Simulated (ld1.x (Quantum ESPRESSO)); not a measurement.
**As (Z = 33): from the effect back to the setting (TM semilocal)**

Base potential:

arsenic (As), norm-conserving Troullier–Martins (semilocal form), made with ld1.x (Quantum ESPRESSO) 7.5 (PBE, scalar-relativistic). Core [Ne], reference 3s2 3p6 3d10 4s2 4p3. Waves: 3s (bound): rc 0.85 bohr; 3d (bound): rc 0.80 bohr; 3p (bound): rc 0.90 bohr. Local part: the p channel. Core correction: none.

Occupied shells without a wave of their own: 4p, 4s. They enter only through the test configuration that unscreens the potential.

Cutoffs, loose and tight: the cutoffs (Ry, on a coarse ladder) from which the occupation-weighted sum of valence levels, in a spherical-Bessel basis at the reference potential, stays within 10 and 1 mRy of its value at 400 Ry. They do not see the model core or the augmentation charge, which bear on the density cutoff. Test errors are all-electron minus pseudo excitation energies from the reference, over the configurations 3s2 3p6 3d10 4s2 4p2; 3s2 3p6 3d10 4s2 4p1; 3s2 3p6 3d10 4s2 4p0; 3s2 3p6 3d10 4s0 4p5; 3s2 3p5 3d10 4s2 4p3; 3s2 3p6 3d9 4s2 4p4; 3s2 3p6 3d10 4s1 4p4; variants that change the core or the reference have their own tests.

Only the s radius is moved:

```json
{"s radius (bohr)": "0.6", "bound ghosts": "none", "largest test error (meV)": "-580", "median size of the test errors": "122.8 meV"}
{"s radius (bohr)": "0.68", "bound ghosts": "none", "largest test error (meV)": "-586", "median size of the test errors": "195.8 meV"}
{"s radius (bohr)": "0.82", "bound ghosts": "none", "largest test error (meV)": "-2039", "median size of the test errors": "331.7 meV"}
{"s radius (bohr)": "1.06", "bound ghosts": "none", "largest test error (meV)": "-7971", "median size of the test errors": "376.6 meV"}
{"s radius (bohr)": "1.14", "bound ghosts": "none", "largest test error (meV)": "-10487", "median size of the test errors": "455.2 meV"}
{"s radius (bohr)": "1.28", "bound ghosts": "none", "largest test error (meV)": "-14204", "median size of the test errors": "747.6 meV"}
```

Task: One more run gave bound ghosts: none; largest test error (meV): -4392; median size of the test errors: 351.0 meV. Which value of the s radius was used?

Result: 0.94 bohr. The median size of the test errors moves one way along this sweep, from 122.8 meV at 0.6 to 747.6 meV at 1.28 bohr, which places the run between 0.82 and 1.06 bohr.
